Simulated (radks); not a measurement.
Problem. These are the eigenvalues of the occupied orbitals of an atom or ion with whole-number occupations (hartree). Calculated with a radial shooting solver on a logarithmic mesh with Libxc functionals: Dirac Kohn-Sham, Slater X-alpha with alpha = 0.667, spin-unpolarised, spherical densities, finite nucleus; Fermi nuclear charge, rms radius of each element as measured or else 0.836 A^(1/3) + 0.57 fm.

| orbital | eigenvalue |
|---|---|
| 1s1/2 | -101.1458 |
| 2s1/2 | -9.65042 |
| 2p1/2 | -7.48377 |
| 2p3/2 | -7.42157 |
| 3s1/2 | -1.12556 |
| 3p1/2 | -0.67005 |
| 3p3/2 | -0.66475 |

Which element is it, and in what charge state? The configuration may be excited. Open shells, if any, are shared by 2j + 1.

Solution. Z = 17, chlorine, charge +1: Cl+ in [Ne] 3s2 3p4. The list shows which subshells hold electrons but not how many an open one holds; the 1s level, -101.15 hartree, gives Z - s = 14.2 by -(Z - s)^2/2, which with screening and relativity narrows Z to a few neighbours, and the depths of the outer levels then fix element, charge and occupations together.
